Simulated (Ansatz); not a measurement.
Two spin states of ClO-, each at its own minimum; 2S+1 = 1, 3, 5 were tried, and our sources give no spin for the ground state.

Each state is the lowest solution found for its spin in def2 and cc sets. The singlet is a restricted closed-shell determinant, which can mix singlet states where a π or δ shell is part-filled.

Cores are frozen in the correlated methods.

Programs: Ansatz (a program for electronic structure) with Gaussian orbitals. Each number belongs to the level named beside it.

PBE/def2-TZVPP gives 19.12 kcal/mol for the energy of the multiplicity-3 state above the multiplicity-1 state.

Task: How do the other levels lie against it? Give each less PBE: PBE0/def2-TZVPP, wB97X-V/def2-TZVPP, CCSD(T)/def2-TZVPP.

Result: PBE0/def2-TZVPP -3.07; wB97X-V/def2-TZVPP -0.17; CCSD(T)/def2-TZVPP 0.60 kcal/mol. 1 of 3 lie above PBE; the widest gap is to PBE0/def2-TZVPP.
